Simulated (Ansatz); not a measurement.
## InF (SMILES [F][In]): methods side by side

The species is InF (2 atoms), meant as a singlet with charge 0. As SMILES, `[F][In]`. Geometry: a GFN2-xTB relaxation, a rough one for these elements and not checked as a minimum.

```tsv
atom	x (Å)	y (Å)	z (Å)
F	0.0000	0.0000	0.0000
In	0.0000	0.0000	2.0255
```

Quantity: the energy change with the F1–In2 bond stretched from 2.025 to 2.990 Å, in eV. The values are calculated.

```csv
level,kind,program,value (eV),less FCI/STO-3G
HF/STO-3G (restricted),Hartree–Fock,Ansatz,5.26,+1.73
SVWN5/STO-3G (restricted),LDA,Ansatz,4.58,+1.05
BLYP/STO-3G (restricted),GGA,Ansatz,4.28,+0.75
r2SCAN/STO-3G (restricted),meta-GGA,Ansatz,4.46,+0.93
BHLYP/STO-3G (restricted),global hybrid,Ansatz,4.90,+1.37
wB97M-V/STO-3G (restricted),range-separated hybrid,Ansatz,5.00,+1.47
MP2/STO-3G (restricted),perturbation theory,Ansatz,4.47,+0.94
CCSDT(Q)/STO-3G (restricted),coupled cluster or CI,Ansatz,3.53,0.00
FCI/STO-3G,exact in the basis,Ansatz,3.53,0.00
```

FCI/STO-3G is exact within its basis and frozen core, so for wave-function methods in that basis the difference is their error; functionals converge differently with the basis, so for them it is only a difference. Spin-restricted single references rise too steeply as a bond breaks, Hartree–Fock most of all. Perturbation and coupled-cluster corrections on them can overshoot downwards. All-electron rows without a relativistic Hamiltonian named are non-relativistic. The first shape isn't each level's own minimum. The values span 3.53 to 5.26 eV. All rows use very small basis sets, so even the best lies far from the true value. In the correlated wave-function rows the outer d shell of In is correlated, in sets not made for it.
